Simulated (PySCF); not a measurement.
# How methods differ on the ionisation energy of Zn⁺

Zn⁺ [Ar] 3d10 4s1 (2S) → Zn²⁺ [Ar] 3d10 (1S), as a difference of total energies. All numbers are calculated (PySCF 2.14, the spin-free X2C one-electron Hamiltonian (Gaussian nucleus), in ANO-RCC-VTZP (6s5p3d2f1g, 59 functions)). Correlated levels: valence: [Ar] frozen. The calculations carry no spin-orbit coupling.

**Question.** Order these methods by the ionisation energy they give, lowest first.
A. SCS-MP2 (valence)
B. CCSD (valence)
C. MP2 (valence)
D. UHF

**Answer.** D (16.889 eV), A (17.747 eV), B (17.794 eV), C (17.907 eV).

Errors of the correlated levels include the incompleteness of this basis and the frozen core.

For comparison: 17.964 eV (measured; NIST Atomic Spectra Database, ionization energies).
